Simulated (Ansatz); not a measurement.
Harmonic frequencies (cm⁻¹) at PBE0-D4/def2-TZVP from Ansatz: 91, 129, 151, 160, 162, 171, 212, 221, 256, 293, 420, 514, 608, 629, 688, 708, 1547, 3574, 3664, 4027, 4030.

Each molecule was computed in one conformer, which needn't be the lowest.

Which molecule is it?
A. `[OH][Hf]([OH])([OH])[SeH]`
B. `[OH][Hf]([OH])([F])[SeH]`
C. `[NH2][Hf]([OH])([OH])[F]`
D. `[OH][Hf]([OH])([Cl])[Cl]`

C.
